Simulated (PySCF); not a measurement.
These are PBE-D3(BJ)/def2-TZVP // PBE0-D3(BJ)/def2-TZVP (PySCF) values and carry that method's errors. Isolated molecules, 0 K electronic values unless said otherwise. One relaxed conformer stands for a flexible species; it need not be the lowest. Excitations are Tamm–Dancoff values on a coarser integration grid. The basis has no diffuse functions, so Rydberg states are missing or too high.

Reference species (SMILES): `S(SS)CS` (neutral, multiplicity 1).

```yaml
T1 excitation (TDA): 3.41 eV
HOMO: -5.72 eV
```

Changed species: `CSSSS`.

Question: Give the shifts of the T1 excitation (TDA) and HOMO.

Answer: the T1 excitation (TDA) falls by 0.07 eV, to 3.34 eV; the HOMO drops by 0.02 eV, to -5.74 eV.
